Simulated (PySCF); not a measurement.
BrGe, SMILES [Br][Ge] (connectivity only; charge and spin as stated), neutral, multiplicity 2. Atoms are numbered in the order given.

```xyz
2

Ge     0.0000     0.0000    -1.2153
Br     0.0000     0.0000     1.1112
```
Charge 0, spin multiplicity 2.

Geometry optimised at PBE0-D3(BJ)/def2-TZVP.

Calculation: ωB97X/def2-TZVPD (PySCF).

Mulliken values depend strongly on the basis, most of all with diffuse functions as here. ESP charges are fitted to the potential on shells at 1.4 to 2.0 van der Waals radii. Atomic charges (e):

```csv
atom,meta-Löwdin,ESP fit,Mulliken spin
Ge1,___,0.15,0.95
Br2,___,-0.15,0.05
```

Q: Complete the blanks. (Estimate from the structure and the level; the computed values follow.)

A: 
- Ge1, meta-Löwdin: 0.24
- Br2, meta-Löwdin: -0.24
